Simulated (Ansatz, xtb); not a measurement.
# Relative energy of two isomers of C4H8O2Si

We compare a, `O=C[C@@H]1OC[C@H]1[SiH3]`, a singlet, with b, `O=C[C@@H]1OC[C@@H]1[SiH3]`, a singlet. Both are isolated molecules in the gas phase, relaxed with PBE0-D3(BJ)/def2-SVP; the shapes shown needn't be the lowest conformers.

a (Å):

```xyz
15

C    -0.4961    0.6794   -2.7933
C    -0.9438    0.4322   -1.3746
C    -2.8259    0.6722   -0.5881
C    -1.6457    1.6529   -0.7213
O     0.5937    1.0891   -3.0836
O    -2.1224   -0.3517   -1.2865
Si   -0.8672    2.3814    0.8355
H    -1.2957    0.4822   -3.5567
H    -0.0979    0.0073   -0.8011
H    -3.0770    0.3656    0.4441
H    -3.7572    0.9696   -1.0994
H    -1.8439    2.4571   -1.4486
H     0.4096    3.0749    0.4948
H    -0.5927    1.2725    1.7995
H    -1.8116    3.3558    1.4625
```

b (Å):

| atom | x (Å) | y (Å) | z (Å) |
| --- | --- | --- | --- |
| C | -3.0260 | -1.3464 | -0.6322 |
| C | -1.7338 | -1.0215 | 0.0740 |
| C | -1.4585 | 0.6437 | 1.2276 |
| C | -1.0713 | 0.3298 | -0.2318 |
| O | -3.3070 | -0.9392 | -1.7280 |
| O | -1.9711 | -0.6763 | 1.4349 |
| Si | -1.6749 | 1.4849 | -1.6120 |
| H | -3.7175 | -2.0053 | -0.0484 |
| H | -1.0731 | -1.9076 | -0.0270 |
| H | -0.6201 | 0.8745 | 1.9055 |
| H | -2.2430 | 1.4106 | 1.3638 |
| H | 0.0173 | 0.2211 | -0.3494 |
| H | -1.3573 | 0.9606 | -2.9697 |
| H | -3.1188 | 1.8267 | -1.4699 |
| H | -0.8936 | 2.7505 | -1.4154 |

Estimate E(b) − E(a) at the level CCSD(T)/def2-SVP + ΔMP2/def2-TZVPP.

Too close to call at this level: CCSD(T)/def2-SVP + ΔMP2/def2-TZVPP gives E(b) − E(a) = −0.09 kcal/mol.

How the difference moves with the method:

```
                             level              geometry  E(b) − E(a) (kcal/mol)  departure from the last row (kcal/mol)  job, with rough time for the two
                          GFN2-xTB              GFN2-xTB                     −1.12                                   −1.03              optimisation, 0.25 s
                         HF/STO-3G              GFN2-xTB                     +1.69                                   +1.78              single point, 0.44 s
                r2SCAN-D4/def2-SVP              GFN2-xTB                     +0.04                                   +0.13               single point, 3.4 s
              PBE0-D3(BJ)/def2-SVP  PBE0-D3(BJ)/def2-SVP                     −1.06                                   −0.97                optimisation, 70 s
                       HF/def2-SVP  PBE0-D3(BJ)/def2-SVP                     −0.09                                    0.00           part of the CCSD(T) run
                      MP2/def2-SVP  PBE0-D3(BJ)/def2-SVP                     −0.80                                   −0.71           part of the CCSD(T) run
                  CCSD(T)/def2-SVP  PBE0-D3(BJ)/def2-SVP                     −0.88                                   −0.79                      single point
CCSD(T)/def2-SVP + ΔMP2/def2-TZVPP  PBE0-D3(BJ)/def2-SVP                     −0.09                                                        single point, 53 s
```

As drawn, both hold the same kinds of bond in the same numbers.

The largest departure from CCSD(T)/def2-SVP + ΔMP2/def2-TZVPP is that of HF/STO-3G, 1.78 kcal/mol. The last row adds to CCSD(T) the change of the MP2 difference between the two basis sets, here +0.79 kcal/mol.

With thermal terms from frequencies at re-optimised GFN2-xTB minima (ideal gas, soft modes damped towards free rotors, one conformer each, 298.15 K, 1 atm): the zero-point term adds +0.63 kcal/mol; ΔH is +0.17 and ΔG +1.35 kcal/mol.

The correlated steps freeze 11 core orbitals. Programs: Ansatz 0.2.0, xtb 6.7.1; the last row on 2 threads of Intel(R) Xeon(R) 6975P-C (Granite Rapids) on a shared host.
